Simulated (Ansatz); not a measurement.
Consider the substitution at a C–Si bond: `CO[SiH](C)F` + `[NH2][Mg][OH]` → `C[O][Mg][NH2]` + `CO[SiH2]F`.

Program: Ansatz. Geometries: PBE0-D4/def2-TZVP. ΔE: electronic, gas phase. CCSD(T)/CBS is the MP2 limit (def2-TZVPP, def2-QZVPP) plus CCSD(T) − MP2 in def2-TZVPP, frozen cores. For Mg outer-core shells are correlated without core-valence functions, which leaves a few kJ/mol of doubt a bond. One conformer a species, not always the lowest.

| species | CCSD(T)/def2-SVP energy (Eh) |
| --- | --- |
| `CO[SiH](C)F` | -543.68631 |
| `[NH2][Mg][OH]` | -330.98115 |
| `C[O][Mg][NH2]` | -370.13206 |
| `CO[SiH2]F` | -504.50245 |

Question: Work out ΔE.

Answer: ΔE = (-370.13206) + (-504.50245) − (-543.68631) − (-330.98115) = 0.03295 Eh = +0.90 eV. CCSD(T)/CBS gives +1.18 eV.

Largest T1 diagnostic among the species: 0.011.

Leaving LDA and LC-ωPBE aside and taking each functional with its dispersion term where it has one, the values, not all of them listed here, spread over 0.11 eV, from BLYP-D4 to r2SCAN0-D4. LDA lies +0.04 eV from PBE without D4. From BLYP to BHLYP (50 % exact exchange), in def2-TZVPP and without D4, ΔE moves by +0.03 eV. At CCSD(T), def2-SVP lies −0.29 eV from the extrapolated value and def2-TZVPP −0.03 eV.
